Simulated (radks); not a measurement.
Task: Species: Mo II. Configuration: [Kr] 4d5. Method: scalar-relativistic Kohn-Sham, MS2 meta-GGA, spin-polarised, spherical densities, finite nucleus; open shells are filled with parallel spins first (spin-orbit coupling, left out, can overturn this in heavy ions); meta-GGA in the generalised Kohn-Sham scheme; Fermi nuclear charge, rms radius 4.4091 fm; computed with a radial shooting solver on a logarithmic mesh with Libxc functionals. Some entries of the table are withheld. Estimate them.

| orbital | occ. | eigenvalue (hartree) | <r> (bohr) | <r^2> (bohr^2) |
|---|---|---|---|---|
| 1s down | 1 | -729.6288 | 0.03515 | 0.001667 |
| 1s up | 1 | -729.6288 | 0.03515 | 0.001667 |
| 2s up | 1 | -103.4822 | 0.1535 | 0.02777 |
| 2s down | 1 | -103.4692 | 0.1535 | 0.02777 |
| 2p up | 3 | -92.36786 | 0.1340 | 0.02192 |
| 2p down | 3 | -92.35670 | 0.1339 | 0.02192 |
| 3s up | 1 | -17.95768 | 0.4274 | 0.2092 |
| 3s down | 1 | -17.95289 | 0.4274 | 0.2091 |
| 3p up | 3 | -14.28353 | 0.4299 | 0.2150 |
| 3p down | 3 | -14.27455 | 0.4299 | 0.2149 |
| 3d up | 5 | -8.37330 | 0.4155 | 0.2077 |
| 3d down | 5 | -8.35377 | 0.4153 | 0.2073 |
| 4s up | 1 | -2.68975 | 1.117 | 1.412 |
| 4s down | 1 | -2.58916 | 1.108 | 1.390 |
| 4p up | 3 | (1) | 1.245 | 1.775 |
| 4p down | 3 | (2) | 1.232 | 1.739 |
| 4d up | 5 | -0.41848 | 1.860 | 4.210 |
| 5s up | 0 | -0.37346 | 3.217 | 11.71 |
| 4d down | 0 | -0.26597 | 1.954 | 4.786 |
| 5p up | 0 | -0.22306 | 4.085 | 18.99 |

Result: 
(1) 4p up eigenvalue (hartree): -1.72674
(2) 4p down eigenvalue (hartree): -1.60494
